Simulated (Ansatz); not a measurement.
**Ligand exchange: CHBr3 + SiH2(CH3)Br → C2H4Br2 + SiH2Br2**

Species: CHBr3 (bromoform) `BrC(Br)Br`, singlet; SiH2(CH3)Br, singlet; C2H4Br2 (1,1-dibromoethane) `CC(Br)Br`, singlet; SiH2Br2 (dibromosilane) `Br[SiH2]Br`, singlet. The partners trade Br for CH3: C–Br and Si–CH3 bonds give way to C–CH3 and Si–Br.

Shapes, held fixed at every level: PBE0-D4/def2-TZVP. Programs: Ansatz 0.2.0. The zero-point and thermal change to 298 K, harmonic and unscaled (PBE0-D4/def2-TZVP), is +6.1 kJ/mol.

```
             level                    kind  ΔH(298 K) (kJ/mol)  less CCSD(T)/def2-TZVPP  CPU time (sum over the molecules)
       HF/def2-SVP            Hartree–Fock              -156.0                    -26.8                                  –
  SPW92/def2-TZVPP                     LDA              -125.2                     +4.0                               15 s
 PBE-D4/def2-TZVPP                     GGA              -121.7                     +7.5                               27 s
wB97M-V/def2-TZVPP  range-separated hybrid              -130.3                     -1.1                            2.4 min
wB97X-V/def2-TZVPP  range-separated hybrid              -130.7                     -1.5                               95 s
      MP2/def2-SVP     perturbation theory              -142.4                    -13.2                                  –
  CCSD(T)/def2-SVP   coupled cluster or CI              -141.6                    -12.4                               88 s
CCSD(T)/def2-TZVPP   coupled cluster or CI              -129.2                      0.0                             21 min
```

The highest level, CCSD(T)/def2-TZVPP, gives ΔH(298 K) = -129.2 kJ/mol; the levels span -156.0 to -121.7. The column of differences is taken from that level and isn't an error. No measured value is set beside it here. Relativity is left out for Br. Outer-core shells of Br are correlated in most correlated rows, in sets that cover them unevenly. Times are processor times on shared x86 and Arm servers, and rough.
